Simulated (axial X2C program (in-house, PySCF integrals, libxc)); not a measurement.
## HI⁺: bond constants with and without spin–orbit coupling

Computed with an axial X2C code built on PySCF integrals. Spin-free means the one-electron spin-free X2C Hamiltonian; two-component (2c) means X2C with spin–orbit coupling and atomic mean-field two-electron Coulomb and Gaunt terms, so the difference of the two also holds small scalar two-electron terms. Basis: I dyall-cv3z [11s12p8d4f1g], H dyall-v3z [6s2p1d] (cores contracted in-house); Gaussian nuclei, density fitting, unrestricted open shells. Masses: I 126.904 u, H 1.008 u.

State, spin-free: M_S = 1/2, Λ = 1 (beyond evenly filled blocks: π+α, π+β, π-α); electrons by block: σα: 11, σβ: 11, π+α: 6, π+β: 6, π-α: 6, π-β: 5, δ+α: 2, δ+β: 2, δ-α: 2, δ-β: 2. Fragments: I+ + H.

State, 2c: Ω = 3/2 (⟨Sz⟩ = 0.50, ⟨Lz⟩ = 1.00 at PBE0); electrons by block: 1/2: 17, -1/2: 17, 3/2: 8, -3/2: 7, 5/2: 2, -5/2: 2. Fragments: I+ + H.

```csv
Hamiltonian,level,Re (Å),ωe (cm⁻¹),Be (cm⁻¹),De (eV),μ (D)
spin-free,PBE0,1.635,2220.9,6.31,3.30,1.14
spin-free,HF,1.617,2345.3,6.447,2.10,1.17
spin-free,MP2,1.624,2288.9,6.39,3.09,n/a
spin-free,CCSD,1.631,2232.8,6.335,3.20,n/a
spin-free,CCSD(T),1.634,2215.3,6.316,3.24,n/a
spin-free,PBEsol,1.650,2134.4,6.194,3.60,1.17
2c,PBE0,1.638,2202.3,6.284,3.23,1.10
2c,HF,1.620,2330.5,6.425,n/a,1.13
2c,MP2,1.627,2273.6,6.369,2.98,n/a
2c,CCSD,1.634,2216.1,6.312,3.08,n/a
2c,CCSD(T),1.637,2198.8,6.293,3.12,n/a
2c,PBEsol,1.654,2114.1,6.166,3.52,1.14
```

Correlated methods: 7 electrons correlated (number of frozen shells: I 4 s, 3 p, 2 d; H none), 179 virtual spin orbitals or spinors in MP2, 78 natural virtuals in coupled cluster.

Dipoles are positive if H is the positive end and refer to the centre of mass.

The state is one determinant whose occupation by symmetry is held fixed; it was picked as the lowest of a PBE0 search that is not exhaustive. Dissociation energies refer to the lowest single-determinant-based atoms at the same level and basis. De is not given where an atomic determinant may have missed its ground term or J level, or where the truncated virtual space spoils (T). Density functionals use the spin component along the axis (collinear). Coupled cluster ran in a truncated set of natural virtual spinors; the MP2 energy of the rest was added. (T) has no such correction and the atoms are truncated less, which lowers De at CCSD(T) by a hundredth of an eV or more. The functionals have no current-density term, which raises determinants with orbital currents, atoms included.

Rough cost a point (2c) on 1 thread(s) of a shared host, integrals apart: PBE0 0.6 s, HF 0.5 s, CCSD(T) 2.7 s, PBEsol 0.3 s.
